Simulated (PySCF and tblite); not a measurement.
Values are calculated unless marked as measured or tabulated.
C6H8FN, numbered as in [CH2:1]=[C:2]1[CH2:3][N:4]=[CH:5][CH2:6][C@H:7]1[F:8].

First level. The ensemble was built from 60 distance-geometry starts (ETKDG and KDG, MMFF94s, GFN2-xTB) and rests on GFN2-xTB geometries. Free energies are B3LYP-D3(BJ)/def2-SVP (IEF-PCM, dimethylsulfoxide) single points with GFN2-xTB rigid-rotor and vibrational terms (modes under about 100 cm⁻¹ blended into free rotors). Symmetry numbers and mirror images are counted. Conformers within 3 kcal/mol (GFN2-xTB free energy) were kept, 6 at most. GIAO shieldings: KT3/pcSseg-1 (IEF-PCM, dimethylsulfoxide). Shifts are against TMS (¹H), TMS (¹³C) at the same level; of two unlike H on one atom, a is the less shielded. Codes: tblite and PySCF.

It gives, at 298.15 K, with 3 conformers (largest weight 56 %): ¹H: 7.64 (H5, 1H), 5.65 (H7, 1H), 5.32 (H1a, 1H), 5.27 (H1b, 1H), 4.91 (H3a, 1H), 4.82 (H3b, 1H), 3.00 (H6a, 1H), 2.78 (H6b, 1H) ppm. ¹³C: 154.6 (C5), 142.9 (C2), 103.5 (C1), 92.3 (C7), 60.7 (C3), 45.5 (C6) ppm.

Second level: GFN2-xTB geometries, energies PBE0-D3(BJ)/pcSseg-1 (IEF-PCM, water), shieldings PBE0/pcSseg-1 (IEF-PCM, water), on up to 4 of the same conformers.

**Question.** How do the averaged shifts change?

**Answer.** 
```
signal  first  second  change (ppm)
   H1a   5.32    5.61          0.29
   H1b   5.27    5.56          0.29
   H3a   4.91    4.91         -0.01
   H3b   4.82    4.83          0.00
    H5   7.64    7.85          0.21
   H6a   3.00    2.94         -0.07
   H6b   2.78    2.79          0.01
    H7   5.65    5.62         -0.02
    C1  103.5   116.4          12.8
    C2  142.9   153.5          10.6
    C3   60.7    60.2          -0.5
    C5  154.6   168.2          13.6
    C6   45.5    45.1          -0.4
    C7   92.3    93.5           1.2
```

The largest weight becomes 51 %.

Shifts are unscaled: against experiment ¹³C can be off by 15 ppm or more and ¹H by 0.8 ppm.
